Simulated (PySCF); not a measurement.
**K (potassium, neutral) across methods**

[Ar] 4s1, 2S determinant. All numbers are calculated (PySCF 2.14, the spin-free X2C one-electron Hamiltonian (Gaussian nucleus), in aug-cc-pVQZ-X2C (8s7p5d3f2g, 93 functions)).

```csv
method,E (hartree),mean ε 3p α (eV),mean ε 3p β (eV),mean ε 4s α (eV),Σ⟨r²⟩ (bohr²),⟨S²⟩
BLYP,-602.239,-18.624,-18.569,-2.424,47.26,0.750
PW91,-602.227,-18.952,-18.863,-2.581,47.91,0.750
LDA,-600.477,-18.853,-18.779,-2.635,46.75,0.750
CAM-B3LYP,-602.258,-22.330,-22.276,-3.703,47.42,0.750
r2SCAN,-602.194,-19.502,-19.458,-2.604,47.73,0.750
PBE0,-602.063,-20.928,-20.846,-3.002,48.13,0.750
PBE,-602.019,-18.875,-18.786,-2.550,47.87,0.750
wB97X,-602.230,-23.576,-23.571,-4.085,49.46,0.750
UHF,-601.46443,-25.965,-25.906,-4.032,50.90,0.750
```
